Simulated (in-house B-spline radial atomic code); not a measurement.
## LC-wPBE excitations of Be

Method: LC-wPBE. Computed with an all-electron radial atomic-structure program (B-spline basis): linear response of the closed shell [He] 2s2 with the functional's adiabatic kernel; scalar-relativistic (spin-free one-electron X2C), finite nucleus, no spin-orbit coupling, no double excitations, S, P, D and F terms only.

Command:
```bash
python run_td.py task.json out
```
Settings (radii: box in bohr, nucleus in fm):
```
Z                        4
electrons                4
configuration            [He] 2s2
hamiltonian              x2c
method                   lc_wpbe
box_radius               75
rms_radius               2.519
intervals                79
```

Cost of the run: 0.3 s on 1 thread of AMD EPYC 9R45 96-Core Processor (Zen 5), on a shared host.

The lowest states, in the order of their Tamm-Dancoff energies; the method's threshold (minus the highest occupied level) is 8.916 eV. Labels give the largest channel, * marks a mixed state, and oscillator strengths are full-response dipole values. Measured ¹D terms are left out, since they can mix with doubly excited terms. Semilocal kernels can invert the small singlet-triplet splittings of Rydberg terms. Energies in eV:

```tsv
state	full response	Tamm-Dancoff	oscillator strength	measured (J-weighted term)
2s → 2p 3P	1.585	2.194	-	2.725
2s → 2p 1P	4.943	5.217	1.37	5.277
2s → 3s 3S	6.131	6.145	-	6.457
2s → 3s 1S	6.568	6.579	-	6.779
2s → 3p 3P	?	?	-	-
2s → 3p 1P	7.155	7.196	0.00932	7.462
2s → 3d 3D	7.335	7.336	-	7.694
2s → 3d 1D	7.384	7.385	-	-
2s → 4s 3S	7.619	7.623	-	-
2s → 4s 1S	7.741	7.744	-	-
2s → 4p 3P	?	?	-	-
2s → 4p 1P	7.956	7.969	2.6e-05	-
2s → 4d 3D	8.029	8.030	-	-
2s → 4d 1D	8.054	8.054	-	-
2s → 4f 3F	8.066	8.066	-	-
2s → 4f 1F	8.066	8.066	-	-
```

Problem. Where does 2s → 3p 3P lie?

Solution. At 6.919 eV in full response, 6.929 eV in Tamm-Dancoff.

Problem. Where does 2s → 4p 3P lie?

Solution. At 7.883 eV in full response, 7.885 eV in Tamm-Dancoff.

Problem. How large is the singlet-triplet splitting of 2s → 2p (P terms) in Tamm-Dancoff?

Solution. 3.02 eV, from the unrounded values.

Problem. What polarisabilities and dispersion coefficient does the method give?

Solution. Dipole 42.79 bohr³, quadrupole 299.6 bohr⁵, C6 256.3 hartree·bohr⁶ for two such species. Recommended dipole value: 37.74 ± 0.03 bohr³ (Schwerdtfeger and Nagle, table of static dipole polarizabilities (2023 update)), which includes relativity and correlation.
